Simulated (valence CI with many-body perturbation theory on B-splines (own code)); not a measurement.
**E1 line list for Eu LVII**

Computed by valence CI with perturbative core correlation (CI+MBPT): five valence electrons over a frozen Dirac-Fock core [He], radial functions for each j: 11 s, 11 p, 10 d, 8 f, 5 g, 2 h, with the one-electron correlation potential Σ1, the two-electron term Σ2, the three-electron term Σ3, Breit, model QED; selected CI, second order for the rest, scaled by the run's own slope (own B-spline code, finite nucleus).

No measured spectrum was set against this ion. As an estimate, large intervals hold to a few tenths of a per cent, small ones and those within an open d or f shell to about a per cent. Among the levels kept, up to 7300 cm⁻¹ of a level comes from second order outside the variational space, and about a tenth of that is noise between levels of different J, which matters for small intervals.

Lines 151 to 200 of 599 in falling wavelength, among levels below 69648 × 10³ cm⁻¹, chosen from the strongest by gf and those to the six lowest levels. Wavelengths and rates use the calculated energies. Electric multipoles are in the length gauge, E1 and E2 with the static RPA response of the core. Weak lines are less certain than strong ones. Lines between different terms over intervals too small for the method are left out, as are lines whose strength nearly cancels. The highest levels of a list are the least certain.

Levels are named by their leading jj configuration (3d3/2^4 stands for four electrons in 3d with j = 3/2), which in mixed levels can hold well under half, so a name can repeat and another be missing. Letters in brackets count levels of one name in rising energy.

```csv
λ vac (nm),Upper,Lower,A (s⁻¹),S (a.u.) with core polarisation,S without
4.259,(2s 2p1/2 2p3/2^2 3p3/2) J=3/2 [f],(2s^2 2p3/2^2 3p3/2) J=3/2 [a],1.07e+11,1.63e-02,1.63e-02
4.253,(2s^2 2p1/2 2p3/2 3d3/2) J=1/2 [a],(2s^2 2p1/2 2p3/2 3p1/2) J=1/2,2.09e+11,1.59e-02,1.59e-02
4.252,(2s 2p1/2 2p3/2^2 3p3/2) J=5/2 [d],(2s 2p1/2 2p3/2^2 3s) J=3/2 [b],1.96e+11,4.47e-02,4.47e-02
4.245,(2s 2p1/2^2 2p3/2 3p3/2) J=5/2 [b],(2s^2 2p1/2 2p3/2 3p3/2) J=3/2 [b],6.00e+10,1.36e-02,1.36e-02
4.240,(2s 2p1/2 2p3/2^2 3p3/2) J=3/2 [a],(2s 2p1/2 2p3/2^2 3s) J=3/2 [a],2.60e+11,3.92e-02,3.92e-02
4.229,(2s 2p1/2 2p3/2^2 3d3/2) J=7/2 [b],(2s 2p1/2 2p3/2^2 3p1/2) J=7/2,1.17e+11,3.50e-02,3.50e-02
4.228,(2s 2p1/2 2p3/2^2 3p3/2) J=5/2 [f],(2s 2p1/2 2p3/2^2 3s) J=3/2 [d],1.58e+11,3.53e-02,3.53e-02
4.227,(2s^2 2p3/2^2 3p3/2) J=3/2 [b],(2s^2 2p3/2^2 3s) J=1/2,3.35e+11,4.99e-02,5.00e-02
4.215,(2s 2p1/2^2 2p3/2^2) J=1/2,(2s^2 2p1/2 2p3/2^2) J=1/2,4.90e+10,3.62e-03,3.63e-03
4.203,(2s 2p1/2 2p3/2^2 3s) J=1/2 [b],(2s^2 2p3/2^2 3s) J=3/2,1.60e+11,1.17e-02,1.17e-02
4.186,(2s 2p1/2 2p3/2^2 3d5/2) J=5/2 [b],(2s 2p1/2 2p3/2^2 3p1/2) J=3/2 [d],5.17e+10,1.12e-02,1.12e-02
4.156,(2s^2 2p1/2 2p3/2 3p3/2) J=5/2 [b],(2s^2 2p1/2 2p3/2 3s) J=3/2 [b],2.04e+11,4.33e-02,4.33e-02
4.151,(2s^2 2p1/2 2p3/2 3d3/2) J=5/2 [b],(2s^2 2p1/2 2p3/2 3p1/2) J=5/2,1.01e+11,2.15e-02,2.15e-02
4.150,(2s 2p1/2 2p3/2^2 3d3/2) J=5/2 [e],(2s 2p1/2 2p3/2^2 3p1/2) J=5/2 [c],8.09e+10,1.71e-02,1.71e-02
4.145,(2s 2p1/2^2 2p3/2 3p3/2) J=3/2 [b],(2s 2p1/2^2 2p3/2 3s) J=1/2,1.73e+11,2.44e-02,2.44e-02
4.089,(2s 2p1/2^2 2p3/2 3p3/2) J=1/2 [b],(2s 2p1/2^2 2p3/2 3s) J=1/2,1.67e+11,1.13e-02,1.13e-02
4.081,(2s^2 2p1/2 2p3/2 3p3/2) J=5/2 [b],(2s^2 2p1/2 2p3/2 3s) J=5/2,2.20e+11,4.43e-02,4.43e-02
4.075,(2p1/2^2 2p3/2^2 3p3/2) J=3/2 [a],(2p1/2^2 2p3/2^2 3s) J=3/2,2.31e+11,3.08e-02,3.08e-02
4.037,(2s 2p1/2^2 2p3/2 3s) J=3/2 [b],(2s^2 2p1/2 2p3/2 3s) J=3/2 [b],8.39e+10,1.09e-02,1.09e-02
4.021,(2p1/2^2 2p3/2^2 3p3/2) J=7/2,(2s 2p1/2 2p3/2^2 3p3/2) J=5/2 [b],5.27e+10,1.35e-02,1.35e-02
4.013,(2p1/2^2 2p3/2^2 3s) J=1/2,(2s 2p1/2 2p3/2^2 3s) J=1/2 [c],2.29e+11,1.46e-02,1.46e-02
4.011,(2s 2p1/2 2p3/2^2 3p3/2) J=1/2 [d],(2s 2p1/2 2p3/2^2 3s) J=3/2 [d],2.59e+11,1.65e-02,1.65e-02
4.008,(2s^2 2p1/2 2p3/2 3d3/2) J=3/2 [b],(2s^2 2p1/2 2p3/2 3p1/2) J=5/2,1.01e+11,1.29e-02,1.29e-02
4.007,(2p1/2^2 2p3/2^2 3p1/2) J=3/2,(2s 2p1/2 2p3/2^2 3p1/2) J=5/2 [b],1.06e+11,1.34e-02,1.34e-02
3.976,(2s 2p1/2 2p3/2^2 3s) J=5/2 [c],(2s^2 2p3/2^2 3s) J=5/2,5.80e+10,1.08e-02,1.08e-02
3.973,(2s 2p1/2^2 2p3/2 3p3/2) J=5/2 [a],(2s 2p1/2^2 2p3/2 3s) J=5/2,2.17e+11,4.04e-02,4.04e-02
3.954,(2s 2p1/2 2p3/2^2 3p3/2) J=5/2 [c],(2s 2p1/2 2p3/2^2 3s) J=5/2 [b],7.25e+10,1.33e-02,1.33e-02
3.932,(2s 2p1/2 2p3/2^2 3p3/2) J=3/2 [f],(2s 2p1/2 2p3/2^2 3s) J=3/2 [d],8.83e+10,1.06e-02,1.06e-02
3.876,(2s^2 2p3/2^2 3p3/2) J=3/2 [a],(2s^2 2p3/2^2 3s) J=3/2,3.38e+11,3.89e-02,3.89e-02
3.858,(2s 2p1/2 2p3/2^2 3p3/2) J=3/2 [f],(2s 2p1/2 2p3/2^2 3s) J=3/2 [c],1.07e+11,1.21e-02,1.21e-02
3.858,(2s^2 2p1/2 2p3/2 3p3/2) J=1/2 [b],(2s^2 2p1/2 2p3/2 3s) J=3/2 [b],4.76e+11,2.69e-02,2.70e-02
3.828,(2p1/2^2 2p3/2^2 3p3/2) J=3/2 [a],(2s 2p1/2 2p3/2^2 3p3/2) J=5/2 [c],9.36e+10,1.04e-02,1.04e-02
3.728,(2p1/2^2 2p3/2^2 3p3/2) J=5/2,(2s 2p1/2 2p3/2^2 3p3/2) J=7/2 [b],8.28e+10,1.27e-02,1.27e-02
3.721,(2p1/2^2 2p3/2^2 3s) J=3/2,(2s 2p1/2 2p3/2^2 3s) J=5/2 [b],1.85e+11,1.88e-02,1.88e-02
3.711,(2p1/2^2 2p3/2^2 3p3/2) J=7/2,(2s 2p1/2 2p3/2^2 3p3/2) J=9/2,8.54e+10,1.72e-02,1.73e-02
3.709,(2p1/2^2 2p3/2^2 3d3/2) J=7/2,(2s 2p1/2 2p3/2^2 3d3/2) J=9/2,6.24e+10,1.26e-02,1.26e-02
3.692,(2s 2p1/2^2 2p3/2^2) J=3/2,(2s^2 2p1/2 2p3/2^2) J=5/2,5.46e+10,5.43e-03,5.44e-03
3.690,(2s 2p1/2 2p3/2^2 3p3/2) J=5/2 [c],(2s 2p1/2 2p3/2^2 3s) J=7/2,1.21e+11,1.80e-02,1.81e-02
3.686,(2p1/2^2 2p3/2^2 3p1/2) J=5/2,(2s 2p1/2 2p3/2^2 3p1/2) J=7/2,1.22e+11,1.82e-02,1.82e-02
3.465,(2s 2p1/2^2 2p3/2^2) J=3/2,(2s^2 2p1/2 2p3/2^2) J=3/2,1.90e+10,1.56e-03,1.56e-03
3.462,(2p1/2^2 2p3/2^3) J=3/2,(2s 2p1/2 2p3/2^3) J=5/2,1.25e+11,1.02e-02,1.02e-02
1.407,(2s 2p1/2 2p3/2^2 3p3/2) J=7/2 [a],(2s^2 2p1/2 2p3/2 3p3/2) J=5/2 [a],5.13e+11,5.65e-03,5.66e-03
1.402,(2s 2p1/2 2p3/2^2 3d5/2) J=9/2 [a],(2s^2 2p1/2 2p3/2 3d5/2) J=7/2 [a],3.94e+11,5.36e-03,5.37e-03
1.400,(2s 2p1/2 2p3/2^2 3d5/2) J=9/2 [b],(2s^2 2p1/2 2p3/2 3d5/2) J=7/2 [b],3.00e+11,4.06e-03,4.06e-03
1.399,(2s 2p1/2 2p3/2^2 3s) J=5/2 [a],(2s^2 2p1/2 2p3/2 3s) J=3/2 [a],6.61e+11,5.36e-03,5.37e-03
1.397,(2s 2p1/2 2p3/2^2 3p3/2) J=7/2 [b],(2s^2 2p1/2 2p3/2 3p3/2) J=5/2 [b],5.06e+11,5.44e-03,5.45e-03
1.386,(2s 2p1/2 2p3/2^2 3p1/2) J=5/2 [a],(2s^2 2p1/2 2p3/2 3p1/2) J=3/2 [a],6.10e+11,4.81e-03,4.82e-03
1.383,(2s 2p1/2 2p3/2^2 3d3/2) J=7/2 [a],(2s^2 2p1/2 2p3/2 3d3/2) J=5/2 [a],4.51e+11,4.71e-03,4.72e-03
1.371,(2s 2p1/2 2p3/2^2 3s) J=7/2,(2s^2 2p1/2 2p3/2 3s) J=5/2,6.12e+11,6.22e-03,6.23e-03
1.370,(2s 2p1/2 2p3/2^2 3d5/2) J=11/2,(2s^2 2p1/2 2p3/2 3d5/2) J=9/2,5.23e+11,7.97e-03,7.98e-03
```
